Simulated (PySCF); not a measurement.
**Ionisation energy of Ca by level of theory**

Ca [Ar] 4s2 (1S) → Ca⁺ [Ar] 4s1 (2S), as a difference of total energies. All numbers are calculated (PySCF 2.14, the spin-free X2C one-electron Hamiltonian (Gaussian nucleus), in x2c-TZVPPall with one added diffuse shell each of s, p, d type (7s6p4d, 45 functions)). Correlated levels: valence: [Ar] frozen; valence and next inner shell: [Ne] frozen. The calculations carry no spin-orbit coupling.

```
                                method  ionisation energy (eV)  error (eV)
                                   UHF                   5.139      -0.974
                                   LDA                   6.239      +0.126
                                   PBE                   6.097      -0.016
                                  PBE0                   6.019      -0.094
                                r2SCAN                   5.825      -0.288
                             BHandHLYP                   5.984      -0.129
                               r2SCAN0                   5.855      -0.258
                               wB97M-V                   6.145      +0.032
                                M06-2X                   6.277      +0.164
                         MP2 (valence)                   5.642      -0.471
                     SCS-MP2 (valence)                   5.743      -0.370
    MP2 (valence and next inner shell)                   5.887      -0.226
SCS-MP2 (valence and next inner shell)                   5.936      -0.177
```

Reference: 6.113 eV (measured; NIST Atomic Spectra Database, ionization energies).

Errors of the correlated levels include the incompleteness of this basis and the frozen core.

MP2 underrates the near-degeneracy of ns² with np² in the lower species.
